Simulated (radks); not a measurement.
The zinc ion Zn2+, configuration [Ar] 3d10.

All-electron calculation, Dirac Kohn-Sham, PBE, spin-unpolarised, spherical densities, finite nucleus; Fermi nuclear charge, rms radius 3.9283 fm. Program: a radial shooting solver on a logarithmic mesh with Libxc functionals.

Energy parts (Ry):
part                       energy
total                 -3590.06834
kinetic                3656.74730
electron-nucleus      -8618.62152
Hartree                1514.08457
exchange-correlation   -142.27868

Orbitals (lengths in bohr, moments of r in powers of bohr):
| orbital | occ. | eigenvalue (Ry) | <r^4> | <r^2> |
|---|---|---|---|---|
| 1s1/2 | 2 | -701.4797 | 0.00002982 | 0.003405 |
| 2s1/2 | 2 | -86.61237 | 0.006323 | 0.06030 |
| 2p1/2 | 2 | -76.45649 | 0.004511 | 0.04716 |
| 2p3/2 | 4 | -74.70149 | 0.004778 | 0.04869 |
| 3s1/2 | 2 | -11.03012 | 0.4707 | 0.5371 |
| 3p1/2 | 2 | -7.81580 | 0.6164 | 0.5901 |
| 3p3/2 | 4 | -7.59131 | 0.6554 | 0.6082 |
| 3d3/2 | 4 | -2.28374 | 2.716 | 1.011 |
| 3d5/2 | 6 | -2.25705 | 2.806 | 1.027 |
| 4s1/2 | 0 | -1.69237 | 49.18 | 5.599 |
| 4p1/2 | 0 | -1.15991 | 107.5 | 8.196 |
| 4p3/2 | 0 | -1.14616 | 111.9 | 8.370 |

The highest occupied level is 3d5/2 at -30.709 eV. The electron density at the nucleus is 2.507e+04 e/bohr^3. Summed over all electrons, <r^2> = 15.31 bohr^2, which gives a Langevin (diamagnetic) susceptibility term of -12.1 x 10^-6 cm^3/mol.
